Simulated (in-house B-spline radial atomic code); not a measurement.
A run on neutral strontium (an excited or competing configuration) that did not converge. Method: scalar-relativistic (X2C) B97-1, spin-polarised, spherical fractional occupations, exact exchange averaged over the configuration, Fermi nucleus of rms radius 4.224 fm; computed with a B-spline radial code for spherical atoms.

Command:
```bash
python run_scf.py task.json out
```
Settings (nuclear radius in fm, mass in u):
```
Z                38
configuration    [Ar] 3d9 4s2 4p6 5s2 6d1
hamiltonian      x2c
method           b97_1
spin_polarised   True
nucleus          fermi
rms_radius       4.224
atomic_mass      87.90561
speed_of_light   137.035999084
exact_exchange   averaged over the configuration
```

First and last ten iterations of the last attempt (damped for 15 steps, keeping 80 % of the old Fock matrix, then DIIS):
```
 iter        energy (Eh)    residual
    1       -3172.222420    4.13e-01
    2       -3173.243883    1.87e-01
    3       -3173.633072    1.22e-01
    4       -3173.809696    7.90e-02
    5       -3173.887933    5.09e-02
    6       -3173.922335    3.27e-02
    7       -3173.937483    2.08e-02
    8       -3173.944226    1.32e-02
    9       -3173.947326    8.35e-03
   10       -3173.948836    5.38e-03
  111       -3173.951070    4.46e-05
  112       -3173.951068    4.68e-05
  113       -3173.951081    8.94e-05
  114       -3173.951080    8.51e-05
  115       -3173.951082    9.23e-05
  116       -3173.951103    1.93e-04
  117       -3173.951101    1.85e-04
  118       -3173.951102    1.87e-04
  119       -3173.951108    2.19e-04
  120       -3173.951104    2.04e-04
 not converged after 120 iterations
```

The smallest residual met was 3.7e-05; the threshold is about 4e-07. Over the last five steps the energy moves by less than 1e-05 hartree, but the orbitals didn't meet the threshold. Time taken, with all properties: 8 s on 1 thread of Intel(R) Xeon(R) Platinum 8488C (shared host).
